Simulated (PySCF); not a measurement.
## Mass spectrum arithmetic for cyclo-(Cl2GeO)3

Species: Cl6Ge3O3.

Calculated for natural abundance.

Question: What are the average molar mass and the monoisotopic mass?

Answer: For Cl6Ge3O3, with standard atomic weights, 3 × 72.630 + 6 × 35.450 + 3 × 15.999 = 478.587 g/mol. From the most abundant isotopes (74Ge, 35Cl, 16O), 3 × 73.921178 + 6 × 34.968853 + 3 × 15.994915 = 479.5614 u.

Question: What cluster does the molecular ion M+• show when like nominal masses merge?

Answer: 
```tsv
nominal mass	m/z (centroid)	relative intensity
468	467.5701	1.1
470	469.5676	6.2
471	470.5693	1.2
472	471.5656	20.7
473	472.5668	5.4
474	473.5638	46.9
475	474.5648	14.0
476	475.5620	78.5
477	476.5629	23.7
478	477.5603	100.0
479	478.5610	28.6
480	479.5586	98.3
481	480.5592	24.9
482	481.5570	74.5
483	482.5574	15.6
484	483.5553	43.2
485	484.5556	6.9
486	485.5537	18.9
487	486.5537	2.1
488	487.5521	6.2
489	488.5518	0.5
490	489.5504	1.5
492	491.5488	0.3
```

Lines under 0.1 % of the tallest are left out. One electron mass, 0.00055 u, is taken off. Abundances used (%; other tables differ somewhat): 70Ge 20.84, 72Ge 27.54, 73Ge 7.73, 74Ge 36.28, 76Ge 7.61; 35Cl 75.78, 37Cl 24.22; 16O 99.757, 17O 0.038, 18O 0.205.

Question: What share of all molecules is the monoisotopic species?

Answer: 0.3628^3 × 0.7578^6 × 0.99757^3 = 0.90 %.

Question: Resolve the fine structure: one atom at a time replaced by a minor isotope.

Answer: Intensity in % of the monoisotopic species:

| isotope | mass shift (u) | m/z | intensity (%) |
| --- | --- | --- | --- |
| 70Ge | -3.99693 | 475.5639 | 172.33 |
| 72Ge | -1.99910 | 477.5617 | 227.73 |
| 73Ge | -0.99772 | 478.5631 | 63.92 |
| 17O | +1.00422 | 480.5651 | 0.11 |
| 37Cl | +1.99705 | 481.5579 | 191.77 |
| 76Ge | +2.00022 | 481.5611 | 62.93 |
| 18O | +2.00425 | 481.5651 | 0.62 |

Species under 0.02 % are left out.

Question: Count the protons, neutrons and electrons of the monoisotopic species, and give its exact less its nominal mass.

Answer: 222 protons, 258 neutrons and 222 electrons; 479.5614 − 480 = -0.4386 u.

Question: What resolving power m/Δm just matches the spacing of the species with one 37Cl and with one 76Ge?

Answer: They lie 0.00317 u apart at mass 481.56, so m/Δm is about 150000.
